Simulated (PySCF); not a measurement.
## H4WS, singlet: computed properties

All numbers come from PySCF, PBE0, basis W def2-TZVP with ECP60, S def2-TZVP, H def2-TZVP (scalar-relativistic core potentials, no spin–orbit coupling, density fitting).

The structure is a higher-order saddle point with 2 imaginary modes (one degenerate set).

- Point group: C4v
- Bond lengths: W–H 1.724 Å (×4), W–S 2.103 Å
- Bond angles: H–W–H 80.2° (×4), H–W–H 131.3° (×2), H–W–S 114.4° (×4)
- Highest occupied level: -8.46 eV
- Atomisation energy without zero-point energy: 1585 kJ/mol
- Lowest empty level: -4.65 eV
- Principal quadrupole moments (Buckingham, traceless) about the centre of mass: -0.39, -0.39, 0.77 D Å
- Principal polarisabilities: 58.3, 58.3, 84.5 bohr³
- Dipole moment: 0.33 D
- Zero-point energy (real modes): 70.5 kJ/mol
- Rotational constants: 1.696, 0.1301, 0.1301 cm⁻¹

Harmonic modes (masses in u: W 183.951, S 31.972, H 1.008):
```tsv
symmetry	ω (cm⁻¹)	IR (km/mol, summed over degenerate members)
e	753i	–
e	455	0.2
a1	556	64.7
b2	701	0.0
b1	830	0.0
a1	867	11.5
e	1966	263
b1	1976	0.0
a1	2021	156
```

In C4v the vibrations span 3e + 3a1 + b2 + 2b1. The b1, b2 modes carry no infrared intensity, as symmetry demands.

Charges (e):
```csv
atom,Mulliken,Löwdin,polar tensor,Mayer order to W1
W1,0.36,0.10,1.18,–
S2,-0.29,0.14,-0.52,2.27
"H3,4,5,6",-0.02,-0.06,-0.17,0.93
```

Mulliken populations on W1 (electrons outside its core potential): s 2.86, p 6.82, d 3.91, f 0.05.

Outer orbital energies (eV). occupied: -19.63, -11.83, -10.74, -10.30, -10.30, -10.06, -8.46, -8.46; empty: -4.65, -3.03, -2.19, -2.19.

Stability towards spin polarisation was not tested. Other isomers or separated fragments may lie lower. At this level a singlet minimum of Cs symmetry lies 67 kJ/mol below this structure. Spin–orbit coupling, left out here, can matter for elements this heavy.

The final relaxation and frequency run took about 10 core-minutes on a shared host.
